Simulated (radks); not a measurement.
The rubidium ion Rb+ inside a hard spherical wall (all orbitals vanish at R), configuration held at [Kr] and not refilled when levels cross. All-electron calculation, scalar-relativistic Kohn-Sham, LDA (Slater exchange, Perdew-Wang correlation), spin-polarised, spherical densities, finite nucleus; Fermi nuclear charge, rms radius 4.2036 fm. Program: a radial shooting solver on a logarithmic mesh with Libxc functionals. Eigenvalues in eV for spin up, with the zero of energy where the potential of the charges vanishes at infinity; a dash marks a level that is unbound or too diffuse for the functional's potential to be trusted. A positive occupied level is held by the wall or, in an anion where self-interaction has pushed it up, behind a barrier. The pressure on the wall is -dE/dV.

R (bohr) = free: E (hartree) -2977.46169; kinetic (hartree) 3048.353; e(3p) -230.37; e(3d) -110.06; e(4s) -37.786; e(4p) -21.792; e(5s, empty) -6.017; e(4d, empty) -3.782; pressure (GPa) 0
R (bohr) = 20: E (hartree) -2977.46169; kinetic (hartree) 3048.353; e(3p) -230.37; e(3d) -110.06; e(4s) -37.786; e(4p) -21.792; e(5s, empty) -6.017; e(4d, empty) -3.782; pressure (GPa) < 0.0001
R (bohr) = 15: E (hartree) -2977.46169; kinetic (hartree) 3048.353; e(3p) -230.37; e(3d) -110.06; e(4s) -37.786; e(4p) -21.792; e(5s, empty) -6.016; e(4d, empty) -3.781; pressure (GPa) < 0.0001
R (bohr) = 12: E (hartree) -2977.46169; kinetic (hartree) 3048.353; e(3p) -230.37; e(3d) -110.06; e(4s) -37.786; e(4p) -21.792; e(5s, empty) -6.012; e(4d, empty) -3.774; pressure (GPa) < 0.0001
R (bohr) = 10: E (hartree) -2977.46169; kinetic (hartree) 3048.353; e(3p) -230.37; e(3d) -110.06; e(4s) -37.786; e(4p) -21.792; e(5s, empty) -5.980; e(4d, empty) -3.744; pressure (GPa) < 0.0001
R (bohr) = 8: E (hartree) -2977.46168; kinetic (hartree) 3048.353; e(3p) -230.37; e(3d) -110.06; e(4s) -37.785; e(4p) -21.792; e(5s, empty) -5.764; e(4d, empty) -3.608; pressure (GPa) 0.000839
R (bohr) = 5: E (hartree) -2977.45224; kinetic (hartree) 3048.448; e(3p) -230.02; e(3d) -109.72; e(4s) -37.523; e(4p) -21.520; e(5s, empty) -1.545; e(4d, empty) -1.825; pressure (GPa) 1.96
R (bohr) = 3: E (hartree) -2976.68970; kinetic (hartree) 3052.738; e(3p) -220.68; e(3d) -100.44; e(4s) -30.410; e(4p) -13.262; e(5s, empty) 37.253; e(4d, empty) 13.200; pressure (GPa) 447
R (bohr) = 2.5: E (hartree) -2975.07478; kinetic (hartree) 3059.707; e(3p) -210.05; e(3d) -89.924; e(4s) -20.786; e(4p) -1.795; e(5s, empty) 79.499; e(4d, empty) 29.598; pressure (GPa) 2050
R (bohr) = 1.5: E (hartree) -2948.14707; kinetic (hartree) 3146.222; e(3p) -141.53; e(3d) -20.684; e(4s) 91.333; e(4p) 123.12; e(5s, empty) 443.98; e(4d, empty) 173.52; pressure (GPa) 87800
